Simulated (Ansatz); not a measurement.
System: C5H13O, charge 1, multiplicity 1. It need not be the lowest isomer of its formula. SMILES: CC(C)CC[OH2+]
Coordinates optimised at B3LYP-D3(BJ)/def2-TZVP (Ansatz, a quantum-chemistry and plane-wave program):
```xyz
19

C     -2.1003     0.9347     0.7174
C     -0.9729    -0.0936     0.6284
C     -1.4530    -1.3881    -0.0296
C      0.2207     0.5375    -0.1317
C      1.3946    -0.3889    -0.1538
O      2.5599     0.3503    -0.9051
H     -2.4730     1.1917    -0.2766
H     -1.7725     1.8529     1.2073
H     -2.9338     0.5296     1.2907
H     -0.6366    -0.3198     1.6458
H     -2.3345    -1.7654     0.4880
H     -1.7320    -1.2172    -1.0723
H     -0.7054    -2.1838    -0.0012
H     -0.0855     0.7757    -1.1529
H      0.4954     1.4694     0.3739
H      1.8022    -0.6290     0.8254
H      1.2724    -1.2709    -0.7733
H      3.4159    -0.1169    -0.8919
H      2.6736     1.2718    -0.6059
```
Charge +1, spin multiplicity 1.

Parts of the frozen-core correlation energy in 6-31G (Ansatz, hartree). Frozen orbitals: 6; correlated occupied orbitals by spin: 19 and 19; virtual: 55 and 55. No spin-orbit coupling. No relativistic terms.

```json
[
 {"term": "reference (HF)", "value": "-271.38973"},
 {"term": "MP2 opposite-spin", "value": "___"},
 {"term": "MP2 same-spin", "value": "___"},
 {"term": "CCSD correlation", "value": "-0.64580"},
 {"term": "(T)", "value": "___"},
 {"term": "T1 diagnostic", "value": "0.008"},
 {"term": "largest doubles amplitude", "value": "0.019"}
]
```

**Question.** Fill in the missing entries.

**Answer.** 
- MP2 opposite-spin, value: -0.45250
- MP2 same-spin, value: -0.12532
- (T), value: -0.01402
